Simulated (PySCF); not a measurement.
Al(F)2(SH) (AlF2HS), SMILES [F][Al]([F])[SH]. Coordinates come from a B3LYP-D3(BJ)/def2-SVP optimisation. One conformer was computed; it need not be the lowest.

Method: B3LYP-D3(BJ)/def2-SVP (PySCF).

Harmonic wavenumbers (cm⁻¹): 161, 230, 252, 257, 478, 665, 827, 967, 2663. Rotational constants (GHz): 6.390, 3.053, 2.066; symmetry number 1.

Problem. Work out the zero-point energy and the ideal-gas rigid-rotor harmonic-oscillator thermochemistry at 298.15 K and 1 atm.

Solution. ZPE = ½ Σ hcν = ½ × 6501 cm⁻¹ = 38.89 kJ/mol. H − E(el) = 55.58 kJ/mol. Entropy in J/(mol K): translation 165.93, rotation 110.79, vibration 38.37, total 315.10. G − E(el) = -38.37 kJ/mol. Cp = 76.83 J/(mol K).
